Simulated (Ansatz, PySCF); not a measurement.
This Ansatz (a quantum-chemistry and plane-wave program) input computes a BLYP/def2-TZVPD energy:

Ansatz 0.2 input:
```yaml
crystal:
  periodic: [false, false, false]
  atoms:
    - {symbol: Si, position_ang: [-0.21855488, -0.22630866, 0.49444322]}
    - {symbol: C, position_ang: [-2.02670085, -0.22781155, 0.25996117]}
    - {symbol: Cl, position_ang: [0.68777815, -1.35755267, -0.97261018]}
    - {symbol: Cl, position_ang: [0.50231633, 1.69766403, 0.34662977]}
    - {symbol: H, position_ang: [0.18346958, -0.77285411, 1.79787259]}
    - {symbol: H, position_ang: [-2.49827062, 0.25068268, -0.59016805]}
    - {symbol: H, position_ang: [-2.69683158, -0.72453112, 0.95199039]}
basis:
  gaussian:
    orbitals: def2-TZVPD
hamiltonian:
  xc: {name: BLYP}
magnetization: {spin_polarized: true, initial_magnetization: 1}
output: {forces: true}
```

Q: Write an input for the same energy in PySCF and say what it gives.

A: 
```python
from pyscf import gto, scf, dft

mol = gto.M(
    atom='''
    Si   -0.21855488   -0.22630866    0.49444322
    C    -2.02670085   -0.22781155    0.25996117
    Cl    0.68777815   -1.35755267   -0.97261018
    Cl    0.50231633    1.69766403    0.34662977
    H     0.18346958   -0.77285411    1.79787259
    H    -2.49827062    0.25068268   -0.59016805
    H    -2.69683158   -0.72453112    0.95199039
    ''',
    basis='def2-tzvpd',
    charge=0,
    spin=1,
    verbose=4,
)

mf = dft.UKS(mol, xc='blyp').density_fit(auxbasis='def2-universal-jkfit')
mf.grids.level = 3
mf.conv_tol = 1e-9
mf.max_cycle = 100
mf.max_memory = 1500
mf.kernel()
if not mf.converged:
    mf = mf.newton()
    mf.kernel(mf.make_rdm1())
for _ in range(2):
    mo, _, stable, _ = mf.stability(return_status=True)
    if stable:
        break
    mf.kernel(mf.make_rdm1(mo, mf.mo_occ))
mf.analyze()
```
It gives -1249.87374 Eh, and Ansatz -1249.87366 Eh, a difference of 0.08 mEh, from the treatment of integrals and grids.

It need not be the lowest isomer of its formula.
